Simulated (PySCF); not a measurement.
Electron correlation in Hf (hafnium, neutral)

[Xe] 4f14 5d2 6s1 6p1, one real determinant (an excited configuration). Computed with PySCF 2.14 in aug-cc-pVTZ-PP with ECP60MDF (6s6p5d3f2g, 88 functions), with scalar relativity through the core potential. Frozen: 5s2 5p6; 4 electrons correlated.

| level | correlation energy (mhartree) |
| --- | --- |
| CCSD | -27.37 |
| (T) | -1.74 |
| CCSD(T) | -29.11 |

Diagnostics: T1 = 0.026, D1 = 0.0681, largest double amplitude 0.147.

The real determinant used has ⟨L²⟩ near 14 against 20 for a pure G term, so it mixes terms. Spin-orbit coupling, absent here, splits the open shell strongly.

Cost of the coupled-cluster step: of the order of 17 core-seconds, for 4 correlated electrons.

The reference is one real determinant that mixes LS terms of this configuration.
